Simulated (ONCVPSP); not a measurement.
# Building the ONCV potential for tin (PBEsol, fully relativistic).

tin (Sn), optimised norm-conserving Vanderbilt (ONCV), made with ONCVPSP 4.0.1 (PBEsol, fully relativistic). Core [Kr] 4d10, reference 5s2 5p2. Waves: 5s: rc 1.90 bohr, ncon 4, nbas 8, qcut 3.2 1/bohr, 2 projectors, debl 2.5 Ha; 5p: rc 1.95 bohr, ncon 4, nbas 7, qcut 4.4 1/bohr, 2 projectors, debl 1.4 Ha. Local part: polynomial inside 1.45 bohr (lpopt 5, dvloc0 -1 Ha). Core correction: polynomial model core, fcfact 0.15.

Open shells are filled in proportion to 2j + 1.

- Cutoffs needed: 8.7 Ha and 33 Ha (the cutoffs (Ha) at which the residual kinetic energy of the hardest occupied pseudo-wave falls to 1 and 0.1 mHa per electron) The cutoffs count occupied waves only; projector 2 of the p channel, the hardest unoccupied one, needs 47 Ha at the loose tolerance.
- Ghost test: ghosts flagged at negative energy: s at -21.0 eV, p3/2 at -74.9 eV; GHOST(+) flagged for p1/2 at 52.7 eV; a true bound ghost makes a file unfit for plane-wave use
- Largest excitation error: -381 meV (all-electron minus pseudo) for 5s1 5p0, out of 4 test configurations
- rms error of d²Exc/dni dnj: 8.35 mHa without and 1.67 mHa with the model core
